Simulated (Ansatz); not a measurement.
Reaction (hydrogenolysis of the Si–C bond): `CO[SiH2]CF` + H₂ → `CO[SiH3]` + fluoromethane

Program: Ansatz. Geometries: PBE0-D4/def2-TZVP. ΔE: electronic, gas phase. CCSD(T)/CBS is the MP2 limit (def2-TZVPP, def2-QZVPP) plus CCSD(T) − MP2 in def2-TZVPP, frozen cores. This one scheme is used for every species. One conformer a species, not always the lowest.

`CO[SiH2]CF`:

Z-matrix (Å, degrees):
```
C
O 1 1.412
H 1 1.094 2 111.2
H 1 1.091 2 108.1 3 -119.5
H 1 1.096 2 111.5 3 121.2
Si 2 1.637 1 123.7 3 -72.0
C 6 1.890 2 112.1 1 70.3
H 6 1.484 2 106.9 1 -171.5
H 6 1.490 2 110.4 1 -50.2
F 7 1.396 6 110.3 2 -64.8
H 7 1.097 6 111.2 2 175.3
H 7 1.096 6 111.6 2 55.1
```

H₂:

Cartesian coordinates in Å:
```
H -0.036 0.093 0.359
H 0.036 -0.093 -0.359
```

`CO[SiH3]`:

Z-matrix (Å, degrees):
```
C
O 1 1.408
H 1 1.091 2 108.3
H 1 1.096 2 111.5 3 119.2
H 1 1.096 2 111.5 3 -119.2
Si 2 1.642 1 122.4 3 -179.7
H 6 1.481 2 106.5 1 179.8
H 6 1.490 2 110.9 1 59.7
H 6 1.490 2 110.9 1 -60.1
```

`CF`:

Z-matrix (Å, degrees):
```
C
F 1 1.376
H 1 1.092 2 109.1
H 1 1.092 2 109.1 3 -120.0
H 1 1.092 2 109.1 3 120.0
```

```json
{"level": "MP2/def2-QZVPP", "ΔE (kJ/mol)": "-33.5"}
{"level": "HF/CBS(def2)", "ΔE (kJ/mol)": "-61.7"}
```

(1) What does CCSD(T)/CBS give? (An estimate is asked.)

Largest T1 diagnostic among the species: 0.011.

Results:

(1) The calculation gave: -34.6 kJ/mol. The listed levels differ from it by 1.1, -27.1 kJ/mol.

In def2-TZVPP, CCSD(T) changes the Hartree–Fock value by +23.8 kJ/mol (the triples alone add +4.5 kJ/mol) and MP2 by +26.3 kJ/mol. From PBE to PBE0 (25 % exact exchange), in def2-TZVPP and without D4, ΔE moves by −5.4 kJ/mol. The D4 term adds +9.1 kJ/mol with B3LYP and +5.1 kJ/mol with PBE0; it sums over pairs of atoms, weighted by their polarisabilities, and B3LYP, whose exchange is more repulsive, gets the larger term.

B3LYP here is the variant with VWN-RPA as its local correlation; programs differ in this.
